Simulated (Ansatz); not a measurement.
`FBN[CH2][SnH3]`, relaxed with RKS PBE-D4/def2-SVP in Ansatz 0.2.0 from a rough embedded geometry. The force threshold is 0.03 eV/Å; the program also tests the step.

Total charge 0; spin multiplicity 1. Sn takes the def2 core potential.

Start:

```xyz
12

F    -2.541    0.620   -1.646
B    -1.785   -0.518   -1.386
N    -0.352   -0.328   -0.932
C    -0.259    0.193    0.425
Sn    1.760    0.511    1.014
H    -2.238   -1.607   -1.586
H     0.086   -1.342   -0.849
H    -0.796   -0.422    1.172
H    -0.776    1.231    0.347
H     1.799    1.224    2.569
H     2.524   -1.067    1.030
H     2.578    1.504   -0.158
```

```tsv
step	energy (eV)	largest force (eV/Å)	largest move (Å)
1	-11854.4555	2.744	0.000
2	-11854.9116	2.544	0.195
3	-11855.1444	1.835	0.199
4	-11855.3517	1.109	0.200
5	-11855.4963	0.294	0.200
6	-11855.5415	0.112	0.200
7	-11855.5572	0.164	0.137
8 (rejected)	-11855.5487	0.816	0.197
9	-11855.5666	0.071	0.096
10	-11855.5698	0.184	0.098
11	-11855.5720	0.376	0.146
12	-11855.5771	0.084	0.076
13	-11855.5775	0.074	0.051
14	-11855.5782	0.030	0.021
15	-11855.5783	0.024	0.003
```

End:

```xyz
12

F    -1.952    0.841   -1.688
B    -1.479   -0.415   -1.561
N    -0.770   -0.772   -0.399
C    -0.450    0.088    0.724
Sn    1.702    0.561    0.840
H    -1.679   -1.228   -2.444
H    -0.414   -1.728   -0.334
H    -0.759   -0.363    1.690
H    -0.993    1.046    0.615
H     2.092    1.405    2.302
H     2.559   -0.945    0.789
H     2.145    1.510   -0.534
```

Run time 25 s (4 threads of a server CPU on a shared host); peak host memory 0.19 GiB.
